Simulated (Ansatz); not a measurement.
The cluster Ag₂O⁺, 3 atoms. Hardware: 4 threads of Arm Neoverse V2 on a shared host.

In the def2 sets Ag takes a core potential; there is no spin–orbit coupling. Correlated methods freeze 1 core orbital; core or outer-core shells of Ag are correlated, in sets that lack core-valence functions. In CCSD on the charge 1 quartet the largest single amplitude is 0.23, so its Hartree–Fock determinant may place the open shell otherwise than the density functionals do.

Question: How many basis functions does each of these Ansatz runs have, and roughly what does it cost? BHLYP-D4/def2-TZVP, charge 1 doublet, energy, from earlier orbitals; ωB97X-V/def2-TZVP, charge 1 quartet, energy, from earlier orbitals; PBE-D4/def2-TZVP, charge 1 quartet, energy, from earlier orbitals; PBE0-D4/def2-TZVP, charge 1 quartet, energy, from earlier orbitals; B2PLYP/def2-TZVP, charge 1 doublet, energy, from earlier orbitals; PBE0-D4/def2-TZVP, charge 0 triplet at the geometry of the charge 1 doublet, energy; r2SCAN-D4/def2-TZVP, charge 0 triplet at the geometry of the charge 1 doublet, energy, from earlier orbitals; PBE-D4/def2-TZVP, charge 0 singlet at the geometry of the charge 1 doublet, energy, from earlier orbitals; r2SCAN-D4/def2-TZVP, charge 0 singlet at the geometry of the charge 1 doublet, energy, from earlier orbitals; RPA@PBE/def2-TZVP, charge 1 quartet, energy, from earlier orbitals; CCSD(T)/def2-TZVP, charge 1 quartet, energy, from earlier orbitals; BLYP-D4/def2-TZVP, charge 1 quartet, energy, from earlier orbitals.

Answer: Other jobs shared the machine, so times can vary by a factor of up to 3. A dash marks memory too small to be measured apart from the calling script's.

```
                                                                                                         run  functions  fitting or Cholesky vectors  wall time  peak host memory (GiB)
   PBE-D4/def2-TZVP, charge 0 singlet at the geometry of the charge 1 doublet, energy, from earlier orbitals        111                          857     0.65 s                       –
r2SCAN-D4/def2-TZVP, charge 0 singlet at the geometry of the charge 1 doublet, energy, from earlier orbitals        111                          857      1.6 s                       –
                                           PBE-D4/def2-TZVP, charge 1 quartet, energy, from earlier orbitals        111                          857      2.8 s                       –
                                          BLYP-D4/def2-TZVP, charge 1 quartet, energy, from earlier orbitals        111                          857        3 s                       –
                                          RPA@PBE/def2-TZVP, charge 1 quartet, energy, from earlier orbitals        111                          980      3.2 s                       –
                                         BHLYP-D4/def2-TZVP, charge 1 doublet, energy, from earlier orbitals        111                         1055      3.4 s                       –
                                           B2PLYP/def2-TZVP, charge 1 doublet, energy, from earlier orbitals        111                          980      3.7 s                       –
                         PBE0-D4/def2-TZVP, charge 0 triplet at the geometry of the charge 1 doublet, energy        111                          923      4.5 s                       –
r2SCAN-D4/def2-TZVP, charge 0 triplet at the geometry of the charge 1 doublet, energy, from earlier orbitals        111                          857      7.5 s                       –
                                          ωB97X-V/def2-TZVP, charge 1 quartet, energy, from earlier orbitals        111                          867       21 s                       –
                                          PBE0-D4/def2-TZVP, charge 1 quartet, energy, from earlier orbitals        111                          923       23 s                       –
                                          CCSD(T)/def2-TZVP, charge 1 quartet, energy, from earlier orbitals        111                          980       41 s                     1.6
```
